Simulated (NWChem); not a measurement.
Species: CrN2H3OCl; SMILES [OH][Cr](=[NH])(=[NH])[Cl]

```xyz
8

Cr     0.0531    -0.3218     0.1021
N     -0.8541    -0.6427     1.3561
H     -1.7862    -0.8970     1.6935
N     -0.6750    -0.8203    -1.2091
H     -1.5239    -1.1705    -1.6595
Cl     0.2171     1.8347    -0.0476
O      1.5781    -1.1327     0.3002
H      1.9696    -1.4136    -0.5387
```
Atoms are numbered in this order, from 1.

Structure relaxed at the PBE0/def2-SVP level. Not confirmed as a minimum by frequencies.

Q: Give the principal values of the shielding tensors (ppm) of Cr1, N2, N4, Cl6, O7 from PBE0/pcSseg-1, GIAO (NWChem), with their diamagnetic and paramagnetic parts as GIAO splits them.

A: 
| atom | σ11 | σ22 | σ33 | isotropic | diamagnetic | paramagnetic |
|---|---|---|---|---|---|---|
| Cr1 | -3059.7 | -3004.4 | -2626.7 | -2896.9 | 1811.2 | -4708.2 |
| N2 | -943.9 | -239.4 | 37.8 | -381.8 | 326.9 | -708.7 |
| N4 | -892.9 | -215.7 | 80.3 | -342.8 | 327.4 | -670.2 |
| Cl6 | 66.1 | 750.1 | 1054.5 | 623.6 | 1146.9 | -523.3 |
| O7 | -645.8 | 102.3 | 291.2 | -84.1 | 392.7 | -476.8 |
